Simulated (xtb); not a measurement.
GeH₂, SMILES [GeH2] (connectivity only; charge and spin as stated), neutral, multiplicity 1. All values are semi-empirical tight-binding results from xtb (GFN2-xTB unless named), good for trends rather than for accurate numbers. Geometry: GFN2-xTB. The isomer is the one that the SMILES or the coordinates give; other isomers of the formula were not compared.

For metal compounds this method's bond lengths and energies can be far off.

Computed properties:
The point group as xtb finds it is C2v and the orbital gap comes out as 2.91 eV. The zero-point energy comes out as 5.8 kcal/mol and the G − E(el) at 298.15 K (modified RRHO) comes out as -7.5 kcal/mol.
